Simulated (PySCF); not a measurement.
# Reading the logs of faulty runs: BH6Si2

Calculated results; nothing here was measured. They come from PySCF 2.14.0, an open-source quantum chemistry program, on an isolated molecule that a program drew, which may never have been made. The molecule is BH6Si2 (charge 0, doublet), drawn as the SMILES string `B[SiH][SiH3]`.

Each row is a Hartree-Fock (HF) and frozen-core CCSD(T) single point in the cc-pV(D+d)Z basis, meant for a local HF minimum. Run 1 is clean. Each other run has one planted mistake out of seven kinds, and not every kind appears here: one electron removed, one electron added, multiplicity raised by two, geometry at a saddle point, minimal basis STO-3G, one bond length entered in bohr, all coordinates scaled. The reference is restricted for singlets and unrestricted otherwise, and also for a bond in bohr. Adding or removing an electron swaps singlet and doublet. Electrons count all cores. HOMO and LUMO are orbital energies over both spins, the gradient is its largest component, and the lowest frequency (negative if imaginary) is given only where the gradient is small. Bond lengths are over the 8 bonds as drawn. T1 is the CCSD diagnostic: over 0.02 (restricted) or 0.045 (unrestricted) a single reference is doubtful.

Geometry of the clean run:
```xyz
9
BH6Si2, angstrom
B    -0.0926   -0.7730    1.1758
Si    0.4851    0.2849   -0.3764
Si   -0.8784    1.7744   -1.5850
H     0.6735   -1.5040    1.7370
H    -1.2226   -0.6907    1.5674
H     1.8790    0.1980   -0.8700
H    -0.3560    3.1583   -1.4912
H    -2.2477    1.7325   -1.0223
H    -0.9270    1.3925   -3.0163
```

| run | electrons | basis functions | <S^2> | HOMO (eV) | LUMO (eV) | gradient (hartree/bohr) | lowest frequency (cm^-1) | mean bond (Å) | longest bond (Å) | T1 | HF (hartree) | CCSD(T) (hartree) | mistake |
|---|---|---|---|---|---|---|---|---|---|---|---|---|---|
| 1 | 39 | 90 | 0.763 | -8.32 | 0.35 | 2.7e-05 | 51 | 1.5803 | 2.353 | 0.0160 | -605.98710 | -606.32992 | no fault |
| 2 | 39 | 90 | 3.772 | -5.95 | -2.11 | 7.5e-02 | - | 1.5803 | 2.353 | 0.0247 | -605.81936 | -606.15572 | multiplicity raised by two |
| 3 | 39 | 90 | 1.610 | -8.61 | 0.43 | 9.2e-03 | - | 1.7451 | 2.799 | 0.0382 | -605.88827 | -606.21546 | one bond length entered in bohr |
| 4 | 39 | 29 | 0.763 | -5.38 | 5.47 | 2.9e-02 | - | 1.5803 | 2.353 | 0.0190 | -598.99977 | -599.15689 | minimal basis STO-3G |
| 5 | 40 | 90 | 0.000 | -1.22 | 7.54 | 2.9e-02 | - | 1.5803 | 2.353 | 0.0191 | -606.00123 | -606.38611 | ? |
| 6 | 39 | 90 | 0.761 | -8.39 | 0.32 | 1.9e-02 | - | 1.5329 | 2.283 | 0.0151 | -605.98032 | -606.32211 | ? |

**Which mistake was planted in run 5, and what did it cost?**

It counts 40 electrons, one more than the clean run, at the same geometry and basis. So the mistake is: one electron added. Subtracting run 1 and multiplying by 627.51 kcal/mol a hartree, the energy moved by -8.9 kcal/mol in HF and -35.3 kcal/mol in CCSD(T).

**Which mistake was planted in run 6, and what did it cost?**

The mean and the longest bond both change by the same factor, 0.970, and the gradient is no longer small. So the mistake is: all coordinates scaled. Subtracting run 1 and multiplying by 627.51 kcal/mol a hartree, the energy moved by 4.3 kcal/mol in HF and 4.9 kcal/mol in CCSD(T).

